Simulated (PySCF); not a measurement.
**TlN and its ions**

ROHF-CCSD(T); basis Tl aug-cc-pVDZ-PP with ECP60, N aug-cc-pVDZ; scalar-relativistic core potentials; PySCF 2.14. Neutral (ROHF): triplet (π ↑↑), Re = 2.352 Å, ωe = 383 cm⁻¹, De = 1.30 eV.

TlN⁺ (UHF): quartet (σ ↑, π ↑↑), Re = 3.189 Å, ωe = 82.9 cm⁻¹. The energies at the minima are -226.11691 hartree for TlN and -225.88013 for TlN⁺.

(1) Work out the adiabatic ionisation energy, without and with harmonic zero-point energies (1 hartree = 27.2114 eV, 1 eV = 8065.5 cm⁻¹), and the change of the bond length.

Correlated steps freeze 5 core orbitals. UHF and ROHF references stand side by side, which adds small steps between rows. Correlated levels converge slowly with the basis: in double zeta they bind strong bonds too weakly, by up to about 1 eV, and carry superposition errors of some tenths. These are scalar-relativistic numbers at best; spin–orbit coupling would shift them, the dissociation energy most. States were picked by a PBE0 search and need not be the measured ground states.

Neutral and ion stand on different kinds of reference determinant, which adds to the error of the difference.

## Answers

(1) At CCSD(T): 0.23678 hartree = 6.443 eV between the minima; the zero-point term (82.9 − 383.0)/2 cm⁻¹ = -0.019 eV makes it 6.425 eV. Re changes by +83.7 pm against the neutral. The electron leaves a σ orbital, and the ion is left as a loose complex of an ion and an atom.
